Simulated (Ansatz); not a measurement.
A trace of molecular dynamics of CH10BNSi3 (16 atoms, charge 0, multiplicity 1).

Level of theory: Ansatz, UKS PBE/STO-3G.

| Item | Value |
| --- | --- |
| ensemble | NVT, Langevin thermostat |
| set temperature | 400 K |
| friction | 0.01 /fs |
| seed | 769134 |

```tsv
time (fs)	T (K)	potential energy less start (eV)
0	375	0.000
6	296	0.873
12	276	1.605
18	475	1.144
24	557	0.553
30	26657	5.725
36	23624	7.648
42	21681	7.066
48	19724	8.016
54	17211	8.870
60	15872	8.786
66	14160	11.081
72	12628	11.367
78	11633	10.536
84	10295	10.666
90	9003	11.104
96	8033	10.755
102	7313	10.452
108	6464	10.665
114	5960	10.805
120	5332	10.830
```

Q: Is this trajectory sound?

A: The temperature shot up to 27000 K, far beyond the bath's, so the integration failed: the time step of 3 fs is too long for the fastest motions that this run met, and the later frames carry no physical meaning.

Time of the run: 2.7 min on 1 thread of Intel(R) Xeon(R) 6975P-C (Granite Rapids), with other jobs on the host, peak memory 0.16 GiB.
